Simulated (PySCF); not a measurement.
Species: Si(vinyl)3(NEt2), C10H19NSi.
Bonds: Si1–C2, Si1–C7, Si1–C12, Si1–N17, C2–C3, C7–C8, C12–C13, N17–C18, N17–C20, C18–C19, C20–C21. Hydrogens: H4 on C2; H5, H6 on C3; H9 on C7; H10, H11 on C8; H14 on C12; H15, H16 on C13; H22, H23 on C18; H24, H25, H26 on C19; H27, H28 on C20; H29, H30, H31 on C21.

Computed, not measured: PBE0-D3(BJ)/def2-SVP geometry optimisation, gas phase (PySCF 2.14.0).

Problem. What internal coordinates does the optimisation give?

Solution. 
```
                    bond  length (pm)
 Si1–C2, Si1–C7, Si1–C12        187.5
                 Si1–N17        174.0
   C2–C3, C7–C8, C12–C13        133.8
   C2–H4, C7–H9, C12–H14        109.9
  C3–H5, C8–H10, C13–H15        109.6
                   C3–H6        109.6
                  C8–H11        109.6
                 C13–H16        109.6
        N17–C18, N17–C20        144.9
        C18–C19, C20–C21        152.3
C18–H22 and 3 like bonds        110.5
C19–H24 and 5 like bonds        110.1
```

Bonds in one row agree within 1 pm and their mean is given. A selection of angles:
```
      angle  degrees
  C2–Si1–C7    109.9
 C2–Si1–N17    108.5
 C7–Si1–C12    108.4
 C7–Si1–N17    110.6
  Si1–C2–C3    124.0
  Si1–C2–H4    118.2
   C3–C2–H4    117.7
   C2–C3–H5    121.8
   C2–C3–H6    122.3
   H5–C3–H6    116.0
  C7–C8–H11    122.5
 H10–C8–H11    115.9
Si1–C12–H14    119.1
C12–C13–H16    122.6
H15–C13–H16    116.4
Si1–N17–C18    119.4
Si1–N17–C20    124.2
C18–N17–C20    116.4
N17–C18–C19    114.0
N17–C18–H22    108.7
C19–C18–H22    109.0
H22–C18–H23    105.0
C18–C19–H24    110.4
C18–C19–H25    111.5
H24–C19–H25    107.9
```

Torsions: C7–Si1–C2–C3 4° (synperiplanar); C2–Si1–C7–C8 -131° (anticlinal); C2–Si1–C12–C13 -106° (anticlinal); C2–Si1–N17–C18 -175° (antiperiplanar); Si1–N17–C18–C19 102° (anticlinal); Si1–N17–C20–C21 96° (anticlinal). The mirror-image conformer, all signs reversed, is as good.

The 5 C–C bonds span 1.338 Å (C2–C3) to 1.524 Å (C20–C21), a spread of 0.186 Å. Si1 (silicon bonded to 3 C and N) is tetrahedral (angles from 108.4° to 110.6°). Of the pairs four or more bonds apart, C2···H28 is among the closest relative to their van der Waals radii: 2.61 Å, 90 % of the sum of Bondi's values. N17 (nitrogen bonded to 2 C and Si) is planar (angles 124.2°, 119.4° and 116.4°, sum 360.0°, 0.00 Å off the plane of its three neighbours).

Point group: C1 (no symmetry element, even within 0.4 Å). Not checked by PBE0-D3(BJ)/def2-SVP frequencies. The numbers are those of one conformer (C7–Si1–C2–C3 4°, C2–Si1–C7–C8 -131°, C2–Si1–C12–C13 -106°, C2–Si1–N17–C18 -175°, Si1–C2–C3–H -2° and 177°).

Hardware: 2 threads, Intel Xeon Platinum 8488C (x86_64), on a shared host. Cost: 12 min wall, 29 min CPU, 2.1 GiB resident at most. These figures are those of the optimisation.
